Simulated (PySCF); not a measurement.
C4H9O, SMILES [CH2]COCC, doublet (CAM-B3LYP/def2-SVP optimised geometry):

```
14

C     -0.312     0.717     0.000
C      0.202    -0.679     0.000
O     -0.292    -1.489     1.033
C      0.364    -1.396     2.273
C     -0.072    -0.219     3.132
H     -1.313     0.917     0.389
H      0.191     1.489    -0.587
H      1.313    -0.679     0.000
H     -0.094    -1.182    -0.943
H      1.461    -1.367     2.118
H      0.141    -2.338     2.800
H      0.198     0.743     2.674
H      0.409    -0.274     4.121
H     -1.162    -0.235     3.277
```

Method: PySCF 2.14.0 with unrestricted CAM-B3LYP/def2-TZVP.

What are the frontier orbital energies (α orbitals alone; a β orbital can be the lowest empty one) and the dipole moment?

HOMO-2 -10.20 eV, HOMO-1 -8.93 eV, HOMO -7.49 eV, LUMO 2.26 eV, LUMO+1 2.66 eV; dipole moment 1.14 D.

On the same geometry unrestricted PBE/def2-TZVP run with PySCF 2.14.0 gives HOMO-2 -7.24 eV, HOMO-1 -5.90 eV, HOMO -4.76 eV, LUMO 0.65 eV, LUMO+1 1.06 eV; dipole moment 0.97 D.

Meta-Löwdin charges at CAM-B3LYP/def2-TZVP: C1 -0.27, C2 0.02, O3 -0.41, C4 0.03, C5 -0.34, H6 0.12, H7 0.12, H8 0.09, H9 0.12, H10 0.08, H11 0.11, H12 0.11, H13 0.11, H14 0.11.
